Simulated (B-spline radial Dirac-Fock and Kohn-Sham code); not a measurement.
**Total electron-impact ionisation of neutral atoms, H to As**

Model: the relativistic binary-encounter-Bethe (RBEB) model with Dirac-Fock orbital kinetic energies; direct ionisation only. Program: a radial finite-basis atomic code. It is a semi-empirical estimate, with the NIST ionisation energy for the outer shell; s- and p-block elements only. Cross sections in 10⁻¹⁶ cm².

```tsv
Z	element	20 eV	50 eV	70 eV	100 eV	500 eV	1 keV
1	H	0.271	0.652	0.654	0.604	0.243	0.144
2	He	–	0.254	0.331	0.368	0.218	0.137
3	Li	4.12	3.51	3.00	2.47	0.805	0.464
4	Be	1.92	2.61	2.44	2.14	0.789	0.463
5	B	1.56	2.60	2.54	2.31	0.927	0.549
6	C	0.775	1.93	2.02	1.95	0.889	0.538
7	N	0.342	1.35	1.52	1.56	0.821	0.509
8	O	0.496	1.58	1.77	1.83	1.01	0.632
9	F	0.117	1.00	1.23	1.34	0.866	0.559
10	Ne	–	0.632	0.841	0.986	0.744	0.495
12	Mg	4.73	4.49	3.90	3.26	1.17	0.699
13	Al	5.65	5.67	4.97	4.15	1.43	0.841
14	Si	4.08	5.09	4.64	3.98	1.42	0.840
15	P	2.57	4.27	4.07	3.61	1.37	0.813
16	S	3.12	4.95	4.75	4.25	1.62	0.961
17	Cl	1.67	3.81	3.85	3.58	1.48	0.887
18	Ar	0.716	2.90	3.10	3.01	1.35	0.819
19	K	8.11	6.28	5.55	4.73	1.72	1.01
20	Ca	8.17	6.75	5.91	5.00	1.78	1.05
31	Ga	5.15	5.62	5.25	4.69	2.00	1.23
32	Ge	4.32	5.26	4.95	4.42	1.85	1.14
33	As	3.21	4.78	4.55	4.11	1.74	1.07
```

Values without a named source are computed, but for edge energies of neutral atoms, which are taken from tables.
